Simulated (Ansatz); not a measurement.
Consider the ligand exchange at a Ga–Se bond: `[F][Ga]([SH])[SeH]` + `CNC` → `C[N](C)[Ga]([F])[SH]` + H₂Se.

Isolated molecules relaxed with PBE0-D4/def2-TZVP in Ansatz; ΔE leaves out vibrations. CCSD(T)/CBS is the MP2 limit (def2-TZVPP, def2-QZVPP) plus CCSD(T) − MP2 in def2-TZVPP, frozen cores. DFT in def2-TZVPP. B3LYP here is the variant with VWN-RPA as its local correlation; programs differ in this. For Ga, Se outer-core shells are correlated without core-valence functions, which leaves a few kJ/mol of doubt a bond. Scalar relativity is left out up to krypton. Each species was taken in one conformer, which may not be the lowest.

`[F][Ga]([SH])[SeH]`:

```xyz
6

F     0.517   -1.704    1.202
Ga    0.122   -0.234    0.333
S    -0.491   -0.481   -1.749
Se    0.313    1.725    1.527
H    -0.349   -1.817   -1.673
H    -0.112    2.510    0.360
```

`CNC`:

```xyz
10

C    -0.727    0.921    0.291
N    -0.291   -0.445    0.471
C     0.689   -0.853   -0.508
H    -1.421    1.199    1.086
H    -1.262    1.010   -0.660
H     0.096    1.656    0.275
H     0.084   -0.564    1.403
H     0.230   -0.859   -1.502
H     1.028   -1.869   -0.296
H     1.574   -0.196   -0.559
```

`C[N](C)[Ga]([F])[SH]`:

Cartesian coordinates in Å:
```
C -0.247 1.134 1.243
N -0.180 0.255 0.102
C -1.163 0.526 -0.914
Ga 1.035 -1.067 -0.030
F 2.149 -1.236 1.318
S 1.242 -2.463 -1.696
H -0.099 2.182 0.948
H -1.225 1.067 1.741
H 0.521 0.877 1.974
H -1.058 1.545 -1.313
H -1.066 -0.168 -1.752
H -2.185 0.431 -0.520
H 2.276 -3.083 -1.101
```

H₂Se:

```xyz
3

Se    0.598   -0.210   -0.260
H    -0.515    0.600   -0.768
H    -0.083   -0.391    1.027
```

Problem. Is it downhill or uphill in electronic energy at CCSD(T)/CBS, and by how much? (An estimate is asked.)

Solution. Computed: Uphill: ΔE = +14.1 kcal/mol.

Problem. What do these levels give: ωB97X-V, ωB97M-V, B3LYP, HF/def2-TZVPP, MP2/def2-TZVPP, HF/def2-QZVPP? (An estimate is asked.)

Solution. Ansatz gave: ωB97X-V 14.7, ωB97M-V 15.3, B3LYP 16.7, HF/def2-TZVPP 18.0, MP2/def2-TZVPP 13.5, HF/def2-QZVPP 17.7 kcal/mol.

Largest T1 diagnostic among the species: 0.013.

In def2-TZVPP, CCSD(T) changes the Hartree–Fock value by −4.5 kcal/mol (the triples alone add −0.4 kcal/mol) and MP2 by −4.5 kcal/mol. The D4 term adds −1.6 kcal/mol with B3LYP and −0.9 kcal/mol with PBE0; it sums over pairs of atoms, weighted by their polarisabilities, and B3LYP, whose exchange is more repulsive, gets the larger term.
